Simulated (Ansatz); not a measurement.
`[I][Zn][I]` at its PBE0-D4/def2-TZVP geometry, where that method's forces vanish. Charge 0, multiplicity 1. I takes the def2 core potential.

```xyz
3

I     0.3939    1.6544   -1.7159
Zn    0.0001    0.0000    0.0000
I    -0.3940   -1.6544    1.7160
```

Question: What forces (eV/Å) does ωB97M-V/def2-TZVPP give on these atoms in Ansatz? (An estimate is asked.)

Answer: Ansatz gave: 
```
I1  -0.013 -0.056  0.058
Zn2  0.000  0.000  0.000
I3   0.013  0.056 -0.058
```
